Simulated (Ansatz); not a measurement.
A nudged elastic band was laid between two geometries of CH8NSbSi (12 atoms, charge 0, multiplicity 1).

Level of theory: Ansatz 0.2.0, RKS LDA/def2-SVP.

```yaml
movable_images: 5
climbing_image: yes
spring: 5.0 eV/Å²
optimiser: quadratic models (default)
start_path: through a guess of the saddle point
force_threshold: 0.05 eV/Å
iteration_limit: 60
end_points: relaxed
```

Image 0:

```xyz
12
Properties=species:S:1:pos:R:3
N 0.715 0.887 -0.940
C -0.410 0.436 -0.161
Si 0.060 -0.030 1.607
Sb -1.407 -1.257 -1.129
H 1.397 0.131 -1.094
H 1.209 1.673 -0.488
H -1.208 1.217 -0.143
H 1.046 -1.170 1.548
H -1.099 -0.429 2.493
H 0.765 1.148 2.241
H -1.103 -0.570 -2.686
H 0.111 -2.091 -1.212
```

Image 6:

```xyz
12
Properties=species:S:1:pos:R:3
N 0.451 1.109 -0.864
C -0.511 0.319 -0.139
Si 0.061 -0.128 1.604
Sb -1.011 -1.509 -1.239
H 1.316 0.580 -1.046
H 0.706 1.970 -0.355
H -1.490 0.852 -0.086
H -0.949 -0.891 2.432
H 0.419 1.146 2.335
H 1.320 -0.953 1.487
H -0.910 -0.660 -2.742
H 0.676 -1.891 -1.353
```

Problem. Which bonds break or form, and what moves?

Solution. No bond is made or broken. The dihedral Sb4–C2–Si3–H8 goes from 63 to -59°. The two ends are copies of one structure, up to a mirror image or an exchange of like atoms.

Problem. Give the energies along the band, and the barrier.

Solution. The run converged. The highest image is number 4 of 0 to 6, 2.9 kcal/mol above the ends, which have the same energy within 2 meV. The profile has 2 maxima (images 1, 4) with wells between them (image 3): this band takes more than one step, which may be the mechanism or a detour left from its start path. A vibrational analysis at the climbing image gives one clearly imaginary mode, 165i cm⁻¹: a first-order saddle point.

```csv
image,path coordinate (Å),energy (kcal/mol),dihedral Sb4–C2–Si3–H8 (°)
0,0.00,0.0,63
1,1.71,2.5,108
2,3.42,1.5,151
3,5.13,0.5,-165
4,6.83,2.9,-117
5,7.97,1.5,-88
6,9.10,0.0,-59
```

Problem. What is the geometry of the highest image?

Solution. 
```xyz
12
Properties=species:S:1:pos:R:3
N 0.889 0.689 -1.059
C -0.239 0.538 -0.182
Si 0.102 -0.022 1.611
Sb -1.711 -0.869 -1.018
H 1.423 -0.187 -1.139
H 1.537 1.419 -0.727
H -0.812 1.494 -0.143
H -0.307 1.007 2.639
H 1.586 -0.261 1.748
H -0.600 -1.314 1.964
H -1.282 -0.432 -2.635
H -0.509 -2.117 -1.025
```

The run took 2.1 min on 2 threads of Arm Neoverse V2 (shared host), peak memory 0.15 GiB.
